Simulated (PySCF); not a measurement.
**Gallium: a sound run and one with changed settings**

Sound run: Ga⁺ [Ar] 3d10 4s2, Ga²⁺ [Ar] 3d10 4s1. Computed with PySCF 2.14 in cc-pVDZ-DK (5s4p2d, 27 functions), with the spin-free X2C one-electron Hamiltonian (Gaussian nucleus). In the sound run the correlated levels freeze [Ar] 3d10. The sound run starts from symmetry-adapted Hartree-Fock orbitals and uses a fine grid where one is needed.

Changed run: initial guess minao, at most 50 SCF cycles, level shift 0.1 hartree.

| species | method | sound run (hartree) | changed run (hartree) | converged |
| --- | --- | --- | --- | --- |
| Ga⁺ | UHF | -1941.88168 | -1941.88168 | yes |
| Ga⁺ | TPSS | -1943.50375 | -1943.50375 | yes |
| Ga⁺ | B3LYP | -1943.57184 | -1943.57184 | yes |
| Ga⁺ | MP2 | -1941.90512 | -1941.90187 | yes |
| Ga⁺ | CCSD(T) | -1941.91730 | -1941.91730 | yes |
| Ga²⁺ | UHF | -1941.19076 | -1941.19076 | yes |
| Ga²⁺ | TPSS | -1942.74910 | -1942.74910 | yes |
| Ga²⁺ | B3LYP | -1942.80487 | -1942.80487 | yes |

Ionisation energy of Ga⁺:

```tsv
method	sound run (eV)	changed run (eV)
UHF	18.801	18.801
TPSS	20.535	20.535
B3LYP	20.870	20.870
MP2	19.439	19.350
SCS-MP2	19.566	19.460
CCSD	19.770	19.770
CCSD(T)	19.770	19.770
CCSDT	19.770	19.770
FCI	19.770	19.770
```

A level shift leaves the converged SCF energy unchanged but raises the virtual orbital energies, which shrinks MP2 if it is not removed.

For comparison, NIST gives 20.515 eV between the lowest levels.
